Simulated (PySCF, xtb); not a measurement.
C2H5FOSi2, SMILES [SiH2]1OC=C([SiH2]1)F.

GFN2-xTB run with xtb at its own geometry gives an orbital gap of 3.75 eV and a dipole moment of 2.56 D.

The structure is a stationary point at PBE0-D3(BJ)/def2-SVP. This is a generated structure with no PubChem entry under its InChIKey; it may be hypothetical.

Q: What does PBE/def2-TZVP (PySCF) give? (Estimate from the structure and the level; the computed values follow.)

A: gap 4.02 eV (levels -5.51 and -1.48 eV), dipole 1.43 D.
